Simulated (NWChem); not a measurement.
## Extrapolating the CCSD(T) correlation energy of H3ClSi

```
Si
H 1 1.4872
H 1 1.4872 2 109.97
H 1 1.4872 2 109.97 3 121.24
Cl 1 2.0791 2 108.97 3 -119.38
```
Charge 0, spin multiplicity 1.

Program: NWChem. The geometry was optimised at B3LYP/def2-SVP, a minimum by its harmonic frequencies.

The correlated methods keep 10 core orbitals frozen. The structure started from a generated list of species. Coupled-cluster values serve here as a point of comparison, not as the truth.

Worked example. The CCSD(T) correlation energy is -279.88 mHa in cc-pVDZ and -369.03 mHa in cc-pVTZ. The form E(X) = E∞ + A/X³ turns the pair into an estimate of the basis-set limit.

E∞ = (3³·(-369.03) − 2³·(-279.88))/(3³ − 2³) = -406.6 mHa. The larger basis holds 91 % of that, at about 7 times the processor time of the smaller one. This is a two-point estimate, and a rough one from so small a pair.
